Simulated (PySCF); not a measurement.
CH5F2NSi.

```xyz
10

N     -1.9582    -0.5815     0.5114
Si    -0.8052     0.6540     0.1545
C      0.9123    -0.1903     0.1623
F      0.8899    -1.2034    -0.7668
F      1.8847     0.6971    -0.2048
H     -2.8467    -0.3562     0.9444
H     -2.0384    -1.3912    -0.0953
H     -0.9185     1.3180    -1.1785
H     -0.8712     1.6818     1.2294
H      1.2107    -0.6392     1.1281
```
Charge 0, spin multiplicity 1.

Geometry: ωB97X-D3(BJ)/def2-SVP. The structure was generated by enumeration, and PubChem lists no compound with its InChIKey, so it may never have been made. Other conformers were not sampled.

All values below come from B3LYP/pcSseg-1 (PySCF). Non-relativistic, no solvent.

Computed absolute GIAO shielding of each atom: isotropic value and principal components (ppm):
| atom | σ(iso) | σ11 | σ22 | σ33 | span |
|---|---|---|---|---|---|
| N1 | 260.6 | 226.3 | 260.7 | 294.8 | 68.5 |
| Si2 | 382.0 | 348.9 | 370.8 | 426.3 | 77.4 |
| C3 | 51.4 | 32.9 | 56.1 | 65.2 | 32.3 |
| F4 | 324.8 | 192.7 | 326.2 | 455.7 | 263.0 |
| F5 | 322.8 | 191.6 | 316.9 | 459.8 | 268.1 |
| H6 | 31.1 | 23.7 | 26.7 | 42.9 | 19.1 |
| H7 | 31.2 | 23.3 | 28.3 | 41.9 | 18.6 |
| H8 | 26.7 | 23.3 | 25.4 | 31.5 | 8.2 |
| H9 | 27.0 | 24.1 | 25.5 | 31.4 | 7.3 |
| H10 | 25.3 | 22.9 | 25.4 | 27.5 | 4.6 |
